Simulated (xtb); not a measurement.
HO2, SMILES [O]O (connectivity only; charge and spin as stated), charge -1, multiplicity 1. All values are semi-empirical tight-binding results from xtb (GFN2-xTB unless named), good for trends rather than for accurate numbers. Geometry: GFN2-xTB. The multiplicity is an assumed one; other spin states were not compared. The isomer is the one that the SMILES or the coordinates give; other isomers of the formula were not compared.

Optimised geometry:

```xyz
3

O      0.0183     0.7834     0.0000
O     -0.1192    -0.6672     0.0000
H      0.8071    -0.9298     0.0000
```
Charge -1, spin multiplicity 1.

```yaml
point_group_as_xtb_finds_it: Cs
orbital_gap: 6.53 eV
zero_point_energy: 8.2 kcal/mol
G − E(el) at 298.15 K (modified RRHO): -5.5 kcal/mol
static polarisability (D4 model): 15.3 bohr³
solvation energy, GFN2-xTB/ALPB(water): -88.0 kcal/mol
solvation energy, GFN2-xTB/ALPB(chcl3): -71.9 kcal/mol
```

### Question
Give the IR lines (harmonic; lines under 4 % of the strongest left out, lines within 3 cm⁻¹ merged). (The exact figures need the calculation; the answer reports its results.)

### Answer
ν (cm⁻¹): 999 (s), 1169 (vs), 3541 (s) (against the strongest line: vs over 80 %, s over 45 %, m over 15 %, w over 4 %, vw less)

### Question
Give the atomic charges and the Wiberg bond orders between heavy atoms. (The exact figures need the calculation; the answer reports its results.)

### Answer
charges (e) O1 -0.73, O2 -0.48, H3 0.21. Bond orders O1–O2 0.93.
